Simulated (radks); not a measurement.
N+, 6 electrons, occupied as [He] 2s2 2p2 (the NIST ground configuration). Calculated with a radial shooting solver on a logarithmic mesh with Libxc functionals: scalar-relativistic Kohn-Sham, r2SCAN, spin-polarised, spherical densities, finite nucleus; open shells are filled with parallel spins first; meta-GGA in the generalised Kohn-Sham scheme; Fermi nuclear charge, rms radius 2.5582 fm.

Local quantities along the radius. ELF = 1/(1 + alpha^2) is the electron localisation function; alpha = (tau - tau_W)/tau_unif compares the Pauli kinetic energy density with that of the uniform gas (summed over spins); -r V(r) is the screened charge that the Kohn-Sham potential of spin up presents (atomic units); r v_xc is r times the local exchange-correlation potential of spin up (hartree bohr, multiplicative part alone); s = |grad rho|/(2 (3 pi^2)^(1/3) rho^(4/3)) is the reduced gradient. tau is taken from the large components.

r (bohr)	ELF	alpha	-r V(r)	r v_xc	s
0.008852	1.000	0.001823	6.933	-0.08916	0.4051
0.0109	1.000	0.001891	6.909	-0.1021	0.4073
0.01342	1.000	0.001982	6.881	-0.1176	0.4108
0.01652	1.000	0.002100	6.845	-0.1363	0.4156
0.02034	1.000	0.002259	6.801	-0.1585	0.4220
0.02504	1.000	0.002473	6.747	-0.1847	0.4304
0.03083	1.000	0.002769	6.679	-0.2155	0.4412
0.03766	1.000	0.003166	6.600	-0.2495	0.4544
0.04637	1.000	0.003765	6.500	-0.2897	0.4719
0.05709	1.000	0.004670	6.378	-0.3345	0.4945
0.07029	1.000	0.006106	6.233	-0.3833	0.5238
0.08654	1.000	0.008523	6.061	-0.4346	0.5621
0.1066	1.000	0.01290	5.864	-0.4863	0.6129
0.1312	1.000	0.02155	5.641	-0.5360	0.6811
0.1615	0.998	0.04052	5.398	-0.5828	0.7740
0.1989	0.992	0.08742	5.147	-0.6325	0.9010
0.2448	0.954	0.2184	4.893	-0.6830	1.070
0.3015	0.723	0.6183	4.347	-0.4480	1.264
0.3712	0.250	1.733	4.029	-0.4515	1.349
0.457	0.092	3.145	3.734	-0.4999	1.022
0.5626	0.151	2.375	3.367	-0.5063	0.4828
0.6927	0.499	1.003	3.244	-0.7805	0.3214
0.8529	0.802	0.4970	2.915	-0.8526	0.4256
1.042	0.884	0.3628	2.617	-0.9084	0.5959
1.283	0.894	0.3438	2.338	-0.9292	0.8264
1.579	0.862	0.4005	2.097	-0.8962	1.157
1.944	0.759	0.5638	1.865	-0.7845	1.692
2.394	0.515	0.9700	1.458	-0.4321	2.654
2.947	0.186	2.089	0.9735	0.03253	4.561
3.629	0.030	5.724	1.162	-0.1612	8.738
4.468	0.002	20.06	1.109	-0.1094	19.11

On this mesh the ELF has minima near r = 0.46 bohr, which separate the shells, and maxima near 1.2 (0.89).
